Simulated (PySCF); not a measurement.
## Trend along the halogens: MHf cations

MP2 with triple-zeta basis sets in PySCF, for the lowest determinant that a PBE0 search found; no spin–orbit coupling. De refers to high-spin ground-configuration atoms (the charge goes to the atom of lower measured ionisation energy or higher electron affinity, which is not always the lowest computed limit).

| M | basis | reference, frozen orbitals | charged atom | state (unpaired electrons) | Re (Å) | ωe (cm⁻¹) | De (eV) |
| --- | --- | --- | --- | --- | --- | --- | --- |
| F | def2-TZVPPD | UHF, 1 | Hf+ | triplet (σ ↑, δ ↑) | 1.822 | 752 | n/a |
| Cl | def2-TZVPPD | UHF, 5 | Hf+ | triplet (σ ↑, δ ↑) | 2.229 | 455 | n/a |
| Br | def2-TZVPPD | UHF, 9 | Hf+ | triplet (σ ↑, δ ↑) | 2.371 | 310 | n/a |

The shortest bond is that of HfF⁺ (1.822 Å), the longest that of HfBr⁺ (2.371 Å).

Down a group the atoms grow and get heavier, so bonds lengthen and wavenumbers fall; this series shows no clear exception.

Correlated steps freeze the inner cores (1 to 9 orbitals); shallow outer-core shells are correlated. Spin–orbit coupling is left out, which matters for elements this heavy, above all for dissociation energies. The state is the lowest single determinant that the PBE0 search found; with open d or f shells the true ground state can be another one.
